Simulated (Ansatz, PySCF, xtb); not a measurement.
Complex: N2 (SMILES N#N) (first 2 atoms) with H2S (SMILES S); geometry from B3LYP-D3(BJ)/def2-TZVP, rigid monomers moved along the line of their centres of mass till N2···H4 is 2.50 Å.
(charge 0, multiplicity 1):
```xyz
5

N      0.4077    -0.8573    -0.5943
N      0.1869     0.0719    -0.0674
S     -0.3253     0.3847     3.3939
H     -0.3734     0.9855     2.1947
H      1.0004     0.5686     3.4989
```

Interaction energies are E(AB) − E(A) − E(B) at the monomers' geometry in the complex; basis-set methods are counterpoise corrected.

Rows in 6-31G* carry no dispersion term and start afresh at each structure (6-31G* with six Cartesian d functions). MP2/6-31G* freezes PySCF's default core.

The values were computed with Ansatz (Gaussian orbitals); PySCF for 6-31G* rows, the dispersion terms; xtb for the GFN methods. Values without a source in brackets are computed.

**Question.** One of these levels gives 0.10 kcal/mol for the interaction energy. Which one is it?
A) MP2/6-31G*
B) r2SCAN/def2-TZVPPD
C) GFN2-xTB
D) PBE-D4/def2-TZVPPD

**Answer.** B, r2SCAN/def2-TZVPPD. The others give -0.96 (GFN2-xTB), -0.49 (PBE-D4/def2-TZVPPD), 0.42 (MP2/6-31G*)

Ansatz is a program for electronic structure.
